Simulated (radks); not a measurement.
Results of a calculation; reference values are marked as such.
Species: Au4+. Configuration: [Xe] 4f14 5d7 (the NIST ground configuration). Code: a radial shooting solver on a logarithmic mesh with Libxc functionals. Model: Dirac Kohn-Sham, PBE, spin-unpolarised, spherical densities, point nucleus; open shells are shared between the two j in proportion to 2j + 1.

X-ray form factor f0, the Fourier transform of the density (f0(0) = 75):

sin(theta)/lambda (1/angstrom)  f0 (electrons)
0.05                                    74.386
0.1                                     72.629
0.15                                    69.963
0.2                                     66.694
0.25                                    63.130
0.3                                     59.520
0.4                                     52.770
0.5                                     47.014
0.6                                     42.201
0.8                                     34.523
1                                       28.507
1.25                                    22.826
1.5                                     18.977
2                                       14.777
